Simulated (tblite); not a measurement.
C₂H₅F₃SSi.
Atom-mapped SMILES: `[F:1][CH2:2][C:3]([F:4])([F:5])[SiH2:6][SH:7]` (hydrogens: H8, H9 on C2; H10, H11 on Si6; H12 on S7)

Structure used (GFN2-xTB), in Å, numbered top down from 1:
```xyz
12
C2H5F3SSi angstrom
F     -0.5047   -1.3738    1.0362
C     -1.2073   -0.8622   -0.0276
C     -0.6979    0.5395   -0.3365
F     -0.8121    0.7552   -1.6825
F     -1.5366    1.4649    0.2280
Si     1.1178    0.9249    0.2597
S      2.4680   -0.5953   -0.3904
H     -2.2660   -0.8577    0.2454
H     -1.0298   -1.5177   -0.8850
H      1.0440    0.9993    1.7099
H      1.5116    2.1257   -0.4516
H      1.9143   -1.6035    0.2684
```

Computed values, GFN2-xTB/tblite, gas phase, harmonic and unscaled. The method is semi-empirical: single wavenumbers can be off by several per cent or more. Modes of hydrogen on silicon and sulfur can be 10 to 20 % off. One conformer, not necessarily the lowest.

Harmonic wavenumbers (cm⁻¹): 45.0, 74.6, 106.7, 145.2, 179.1, 225.9, 301.4, 356.5, 402.2, 449.7, 501.8, 537.9, 596.0, 612.7, 676.5, 720.1, 751.4, 875.8, 1037.8, 1046.0, 1085.4, 1114.3, 1202.3, 1309.1, 1416.4, 2356.8, 2395.1, 2459.6, 2976.0, 2980.3.

A = 2341, B = 1247, C = 1055 MHz; mass 145.983 u (most abundant isotopes); point group C1, symmetry number 1.

What is the zero-point energy?

½Σν̃ = 14469 cm⁻¹ = 173.08 kJ/mol.

Entropy at 350 K, 1 bar (ideal gas, RRHO, classical rotation)?

Translation 174.34, rotation 123.49, vibration 132.58: S = 430.4 J/(mol K).

And Cp and H(350 K) − H(0)?

Cp = 158.19 J/(mol K), of which vibrations give 124.93 (their classical limit is 30 R = 249.4); H(350 K) − H(0) = 35.43 kJ/mol without the zero-point energy, 23.79 from vibrations.

How do the functions run with temperature in this model?

```tsv
T (K)	S (J/(mol K))	Cp (J/(mol K))	H − H(0) (kJ/mol)	G − H(0) (kJ/mol)	ln q(vib)
100	290.5	75.8	5.37	-23.69	1.68
200	354.8	113.4	14.86	-56.11	4.16
300	407.0	145.1	27.84	-94.27	6.59
500	492.2	188.1	61.56	-184.55	11.15
800	589.1	223.2	123.83	-347.48	17.11
1000	640.6	237.5	169.98	-470.58	20.58
```

q(vib) and H(0) count from the zero-point level.

What must be added to the electronic energy to get the Gibbs energy at 350 K and 1 bar?

ZPE + [H(350 K) − H(0)] − T·S = 173.08 + 35.43 − 150.64 = 57.87 kJ/mol.

Hindered rotation and anharmonicity are outside this model. Other conformers, if any are populated, would add a mixing term that is left out. The structure is chiral; the term R ln 2 for an equal mix with its mirror image is left out.

On an Intel Xeon Platinum 8488C with one thread (shared host), this took 0.38 s wall. The figure is for the frequency step alone.
